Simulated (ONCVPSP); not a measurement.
## Pt (Z = 78): one change to an ONCV potential, before and after

platinum, optimised norm-conserving Vanderbilt (ONCV), made with ONCVPSP 4.0.1 (PW91, scalar-relativistic). Core [Kr] 4d10 4f14, reference 5s2 5p6 5d9 6s1. Waves: 5s+6s: rc 1.75 bohr, ncon 4, nbas 7, qcut 8.6 1/bohr, 2 projectors; 5p: rc 1.90 bohr, ncon 4, nbas 9, qcut 6.1 1/bohr, 2 projectors, debl 3.9 Ha; 5d: rc 1.95 bohr, ncon 3, nbas 8, qcut 7.6 1/bohr, 1 projector. Local part: polynomial inside 1.55 bohr (lpopt 5, dvloc0 1 Ha). Core correction: polynomial model core, fcfact 0.5.

All-electron outer shells of the reference configuration (PW91, scalar-relativistic, ld1.x):

```tsv
shell	level (eV)	outermost node (bohr)	outermost maximum (bohr)
5s	-101.93	0.49	0.87
4f	-70.18	–	0.38
5p	-56.09	0.53	0.98
5d	-6.20	0.57	1.26
6s	-5.73	1.14	2.38
```

Change: all radii but the core radius scaled by about 1.33 (s 2.32, p 2.52, d 2.58 bohr); local potential polynomial inside 2.06 bohr (lpopt 5, dvloc0 1 Ha). In the p channel the program set the typed energies aside and used -2.061, 0.050 Ha.

Cutoffs: the cutoffs (Ha) at which the residual kinetic energy of the hardest occupied pseudo-wave falls to 1 and 0.1 mHa per electron; they do not see the model core or the augmentation charge, which bear on the density cutoff. Errors are all-electron minus pseudo energies relative to the spin-unpolarised reference configuration.

**Question.** How do hardness, ghosts and transferability respond?

**Answer.** The potential gets softer (22 Ha and 27 Ha → 16 Ha and 19 Ha); of the 4 tests that both files solve, the error grows in 3 and shrinks in 0 by more than 15 % and 0.3 meV (median size 10.7 → 44.1 meV); neither file shows a bound ghost. A larger radius leaves more room for a smooth pseudo-wave, so fewer plane waves are needed. More of the atom is replaced by a form fitted at one configuration, so other configurations suffer.

| quantity | base | changed |
| --- | --- | --- |
| cutoff, loose | 22 Ha | 16 Ha |
| cutoff, tight | 27 Ha | 19 Ha |
| loose cutoff by channel | s 22 Ha, p 14 Ha, d 19 Ha | s 12 Ha, p 13 Ha, d 16 Ha |
| bound ghosts | none | none |
| GHOST(+) flags under 300 eV | none | none |
| error for 5s2 5p6 5d9 6s0, meV [ΔE 9.27 eV] | -5.7 | -6.5 |
| error for 5s2 5p6 5d8 6s0, meV [ΔE 29.32 eV] | -7.5 | -26 |
| error for 5s2 5p6 5d7 6s0, meV [ΔE 61.61 eV] | -14 | -62 |
| error for 5s1 5p6 5d9 6s1, meV [ΔE 108.61 eV] | -525 | -1156 |
| rms error of d²Exc/dni dnj with the model core, mHa | 1.58 | 2.28 |
